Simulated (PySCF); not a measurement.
Br3Ti (SMILES [Br][Ti]([Br])[Br]), doublet, at a GFN2-xTB geometry (such geometries of metal compounds can be far from the true shape) (the multiplicity is a formal guess).

Input for PySCF:
```python
from pyscf import gto, scf, dft

mol = gto.Mole()
mol.atom = '''
    Ti   -0.277942    0.256626    0.509917
    Br   -1.663306   -1.447197   -0.343932
    Br    0.032838    1.930198   -1.119157
    Br    1.805174   -0.644309    1.142570
'''
mol.basis = 'sto-3g'
mol.charge = 0
mol.spin = 1
mol.verbose = 4
mol.build()

mf = dft.UKS(mol)
mf.xc = 'pbe'
mf.grids.atom_grid = (99, 590)
mf.grids.prune = None
mf.kernel()
```

Question: What does this run give for the Mulliken (on the basis functions themselves) charges in atom order, <S^2>, total energy?

Answer: 
```json
{
 "Mulliken (on the basis functions themselves) charges in atom order": "Ti1 0.17, Br2 -0.06, Br3 -0.06, Br4 -0.06",
 "<S^2>": "0.755",
 "total_energy": "-8477.3880 Eh"
}
```

These values belong to the state on which the SCF converged, which isn't shown to be the lowest.
